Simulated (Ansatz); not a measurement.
```yaml
crystal:
  periodic: [false, false, false]
  atoms:
    - {symbol: B, position_ang: [0.249426, 0.208851, 0.201600]}
    - {symbol: B, position_ang: [-0.646112, -0.478609, -0.779744]}
    - {symbol: Al, position_ang: [-0.283670, 0.155999, 2.175487]}
    - {symbol: Al, position_ang: [-2.049906, -1.109550, 0.529693]}
    - {symbol: Al, position_ang: [0.633837, -0.060183, -2.433172]}
    - {symbol: Al, position_ang: [2.163565, 1.269767, 0.263515]}
basis:
  gaussian: {orbitals: cc-pVTZ}
hamiltonian: {xc: {name: BHLYP}, dispersion: d4}
output: {forces: true}
```

```sh
$ ansatz run in.yaml --threads 4 --pin off --events-out ev --progress --plain --max-ram 4787MiB
```

It prints (some lines left out):

```
Functional definition: BHLYP
1674 factors; their error is unknown
mean field evaluation 1: about -27721.4783 eV, gradient 6.6e1 eV
mean field evaluation 2: about -27660.8474 eV, gradient 1.2e2 eV
mean field evaluation 4: about -27732.9069 eV, gradient 2.9e1 eV
mean field evaluation 8: about -27736.4530 eV, gradient 1.3e-1 eV
mean field evaluation 16: about -27736.6272 eV, gradient 2.2e-3 eV
mean field -27736.62716965 eV, -1019.3022479236 hartree, gradient 1.7e-5 eV, S^2 0.000000; 0 other end points of the search recorded, 0 dependent functions left out
reference -27736.62732509 eV, -1019.3022536358 hartree; 31, 31 occupied and 165, 165 virtual orbitals, 1674 factors
Total energy: -27737.34144068 eV, -1019.3284968998 hartree
Atom 0 at     0.249426     0.208851     0.201600 Å, force     1.081557     0.602939    -0.152367 eV/Å
Atom 1 at    -0.646112    -0.478609    -0.779744 Å, force    -0.175004    -0.199023    -0.687704 eV/Å
Atom 2 at    -0.283670     0.155999     2.175487 Å, force    -0.095654     0.015086     0.483411 eV/Å
Atom 3 at    -2.049906    -1.109550     0.529693 Å, force    -0.384567    -0.207380     0.203817 eV/Å
Atom 4 at     0.633837    -0.060183    -2.433172 Å, force    -0.080941    -0.029924     0.087236 eV/Å
Atom 5 at     2.163565     1.269767     0.263515 Å, force    -0.345390    -0.181699     0.065607 eV/Å
Dipole moment:     0.009220     0.033723     0.181737 e Å
```

It took 3 s on 4 threads of INTEL XEON PLATINUM 8581C on a shared host, peak host memory 0.65 GiB.
